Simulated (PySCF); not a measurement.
H$_{4}$Si$_{2}$, singlet, at a GFN2-xTB geometry; MP2/STO-3G in PySCF.

The PySCF input:
```python
from pyscf import gto, scf, mp

mol = gto.Mole()
mol.atom = '''
Si
H  1 1.498482
Si 1 2.279725 2 104.422418
H  3 1.473688 1 130.633605 2 -0.000000
H  3 1.475867 4 103.467363 1 124.898705
H  3 1.475867 4 103.467364 5 110.202589
'''
mol.basis = 'sto-3g'
mol.verbose = 5
mol.build()

mf = scf.RHF(mol)
mf.kernel()

pt = mp.MP2(mf)
pt.kernel()
print('E(MP2) = %.10f' % pt.e_tot)
```

Write the output that PySCF gives for this input, abridged.


```
PySCF version 2.14.0

[INPUT] verbose = 5
[INPUT] max_memory = 4000
[INPUT] num. atoms = 6
[INPUT] num. electrons = 32
[INPUT] charge = 0
[INPUT] spin (= nelec alpha-beta = 2S) = 0
[INPUT] symmetry False subgroup None
[INPUT] Mole.unit = angstrom
[INPUT] Symbol           X                Y                Z      unit          X                Y                Z       unit  Magmom
[...]
[INPUT] ---------------- BASIS SET ----------------
[INPUT] l, kappa, [nprim/nctr], expnt,             c_1 c_2 ...
[INPUT] H
[...]
                                0.62391373        0.53532814
                                0.1688554         0.44463454
[INPUT] Si
[...]
                                74.28083305       0.5353281423
                                20.10329229       0.4446345422
[...]
                                5.389706871       0.3995128261
                                1.752899952       0.7001154689
[...]
                                0.4125648801      0.2255954336
                                0.1614750979      0.900398426
[...]
                                5.389706871       0.6076837186
                                1.752899952       0.3919573931
[...]
                                0.4125648801      0.5951670053
                                0.1614750979      0.462001012

nuclear repulsion = 76.0988840243603
number of shells = 14
number of NR pGTOs = 66
number of NR cGTOs = 22
basis = sto-3g
ecp = {}

******** <class 'pyscf.scf.hf.RHF'> ********
method = RHF
initial guess = minao
damping factor = 0
level_shift factor = 0
DIIS = <class 'pyscf.scf.diis.CDIIS'>
diis_start_cycle = 1
diis_space = 8
diis_damp = 0
SCF conv_tol = 1e-09
SCF conv_tol_grad = None
SCF max_cycles = 50
direct_scf = True
direct_scf_tol = 1e-13
Set gradient conv threshold to 3.16228e-05
Initial guess from minao.
E1 = -948.9290728781227  E2 = 300.0792918479639  Ecoul = 341.9916252862017  Exc = -41.91233343823785
init E= -572.750897005798
cond(S) = 6.775523509276668
[...]
  mo_energy =
[-6.79781151e+01 -6.79399064e+01 -5.98749676e+00 -5.95613698e+00
 -3.99483886e+00 -3.99417475e+00 -3.99356628e+00 -3.96833795e+00
 -3.96740358e+00 -3.96570755e+00 -9.10386429e-01 -6.68545986e-01
 -4.03260844e-01 -4.01599193e-01 -2.86770753e-01 -1.39947430e-01
  2.72606004e-02  2.91440014e-01  3.82956683e-01  4.34041676e-01
  4.69494428e-01  5.10292829e-01]
E1 = -951.524973780387  E2 = 301.9896016330246  Ecoul = 344.3727027717157  Exc = -42.383101138691075
[...]
cycle= 4 E= -573.444401478657  delta_E= -1.54e-05  |g|= 0.000958  |ddm|= 0.0164
[...]
  mo_energy =
[-67.91043678 -67.89690478  -5.90449159  -5.90191494  -3.92989527
  -3.92873869  -3.92856511  -3.9192583   -3.91913417  -3.91736015
  -0.68571765  -0.56990907  -0.40370466  -0.39997774  -0.32925085
  -0.2100063    0.20063765   0.40873274   0.51391125   0.57125738
   0.61491317   0.64113123]
E1 = -951.5782653033677  E2 = 302.0349789047521  Ecoul = 344.4221134250868  Exc = -42.38713452033471
cycle= 5 E= -573.444402374255  delta_E= -8.96e-07  |g|= 0.00014  |ddm|= 0.00419
[...]
  mo_energy =
[-67.91033318 -67.89675243  -5.90441924  -5.90177274  -3.92982434
  -3.92866826  -3.9284953   -3.91911405  -3.91898902  -3.91721675
  -0.68570616  -0.56989357  -0.40372656  -0.39996936  -0.32920844
  -0.20995402   0.20072773   0.40878417   0.51393202   0.57126882
   0.61493631   0.64112571]
E1 = -951.5781705898372  E2 = 302.03488417355095  Ecoul = 344.42201367513155  Exc = -42.3871295015806
cycle= 6 E= -573.444402391926  delta_E= -1.77e-08  |g|= 1.51e-05  |ddm|= 0.000623
[...]
  mo_energy =
[-67.9103554  -67.89677013  -5.90443466  -5.90178319  -3.92983988
  -3.92868371  -3.92851103  -3.91912345  -3.91899948  -3.91722735
  -0.68571061  -0.56989454  -0.40372827  -0.39997301  -0.32921068
  -0.20995819   0.20072424   0.40878006   0.51392913   0.57126354
   0.61493249   0.64112292]
E1 = -951.578181825146  E2 = 302.03489540865354  Ecoul = 344.42202499477986  Exc = -42.38712958612632
cycle= 7 E= -573.444402392132  delta_E= -2.06e-10  |g|= 3.06e-06  |ddm|= 5.31e-05
[...]
  mo_energy =
[-67.91035343 -67.89676973  -5.90443335  -5.9017832   -3.92983848
  -3.92868232  -3.92850963  -3.91912357  -3.91899962  -3.91722749
  -0.68571041  -0.56989455  -0.40372798  -0.39997281  -0.3292106
  -0.20995833   0.20072394   0.40878043   0.51392911   0.57126378
   0.61493262   0.64112327]
E1 = -951.5781798898461  E2 = 302.03489347334494  Ecoul = 344.4220230940074  Exc = -42.38712962066245
Extra cycle  E= -573.444402392141  delta_E= -8.64e-12  |g|= 1.03e-06  |ddm|= 8.13e-06
converged SCF energy = -573.444402392141

******** <class 'pyscf.mp.mp2.RMP2'> ********
nocc = 16, nmo = 22
transform (ia|jb) incore
E(RMP2) = -573.519725255166  E_corr = -0.0753228630250138
E(SCS-RMP2) = -573.531080647217  E_corr = -0.0866782550760657
E_corr(same-spin) = -0.00427982371609713
E_corr(oppo-spin) = -0.0710430393089166
E(MP2) = -573.5197252552
```
